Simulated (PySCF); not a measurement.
# TDDFT excited states: C4H5F3NP

Species: C4H5F3NP.
Geometry (GFN2-xTB, Å), atoms numbered from 1 in this order:
```
atom  x, y, z in Å
N1    -2.3660   -0.3217    1.8424
C2    -2.2087   -0.1313    0.7257
C3    -1.9481    0.0902   -0.6649
P4    -0.2257   -0.4895   -1.1436
C5     0.7129    0.4729    0.1654
C6     2.1434   -0.0012    0.1421
F7     2.2397   -1.3196    0.3733
F8     2.7251    0.2175   -1.0464
F9     2.9076    0.6057    1.0607
H10   -2.6662   -0.4690   -1.2706
H11   -2.0439    1.1533   -0.9048
H12   -0.2808   -1.6717   -0.3911
H13    0.7073    1.5392   -0.0782
H14    0.3027    0.3247    1.1679
```

Method: TDDFT CAM-B3LYP/def2-SVPD, vertical, gas phase, core orbitals frozen in the response in PySCF.

Task: List the vertical singlet excitations with oscillator strengths and describe the spectrum.

Result: 

```tsv
state	E (eV)	λ (nm)	ν̃ (cm⁻¹)	f	main configurations (H = HOMO, L = LUMO)
S1	6.67	186.0	53770	0.076	H→L (83%)
S2	6.91	179.4	55730	0.070	H→L+1 (78%)
S3	7.29	170.1	58800	0.125	H→L+2 (80%)
S4	7.65	162.0	61720	0.020	H→L+3 (22%), H-1→L+3 (17%), H-1→L+1 (12%)
S5	7.94	156.2	64010	0.0019	H-2→L+2 (28%), H-2→L+1 (10%), H-1→L+2 (10%)
S6	8.08	153.5	65130	0.0047	H-2→L+2 (14%), H-1→L+1 (12%), H-1→L+2 (12%)
S7	8.23	150.6	66410	0.016	H→L+4 (83%)
S8	8.42	147.3	67890	0.0094	H-1→L (30%), H→L+5 (24%), H→L+3 (16%)
```

Triplets, Tamm–Dancoff:

```
state  E (eV)  λ (nm)   main configurations (H = HOMO, L = LUMO)
   T1    5.40   229.6                     H→L (65%), H→L+2 (12%)
   T2    5.64   219.9       H→L+1 (64%), H→L+5 (15%), H→L+2 (9%)
   T3    6.38   194.2  H-1→L+2 (20%), H-2→L+3 (14%), H→L+2 (13%)
```

The lowest singlet lies at 6.67 eV (186 nm, vacuum ultraviolet) and is of moderate strength; its leading configuration is HOMO→LUMO (83%). The most intense listed level is S3 at 7.29 eV (170 nm, f = 0.125), 0.62 eV above S1. Löwdin shares by element: HOMO phosphorus 61%, carbon 18% or more, hydrogen 6% or more (atoms not listed hold the other 15%); LUMO carbon 34% or more, phosphorus 28%, hydrogen 9% or more (atoms not listed hold the other 29%). Orbital energies (eV): HOMO-3 -12.19, HOMO-2 -11.40, HOMO-1 -11.16, HOMO -9.43, LUMO 0.53, LUMO+1 0.76, LUMO+2 1.06. The listed states span 1.75 eV, and the widest gap between neighbours is 0.38 eV (S2 to S3). Weighted by f, the mean energy of these states is 7.18 eV. The window holds the lowest 8 singlets.

On one thread of an Arm Neoverse V1 (shared host), this took 60 s wall and 1.0 GiB of memory at its peak.

One conformer stands for the species.
